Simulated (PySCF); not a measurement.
PySCF input (B3PW91/6-31G* (5d)):

```python
from pyscf import gto, dft

mol = gto.M(
    atom='''
    P     0.00000000    0.00000000    0.00000000
    ''',
    basis='6-31g*',
    charge=0,
    spin=3,
    symmetry='D2h',
    verbose=4,
)

mf = dft.UKS(mol, xc='b3pw91')
mf.grids.level = 3
mf.conv_tol = 1e-9
mf.max_cycle = 100
mf.max_memory = 1500
mf.kernel()
if not mf.converged:
    mf = mf.newton()
    mf.kernel(mf.make_rdm1())
mf.dip_moment()
```

What final total energy does it give?

-341.20667 Eh.
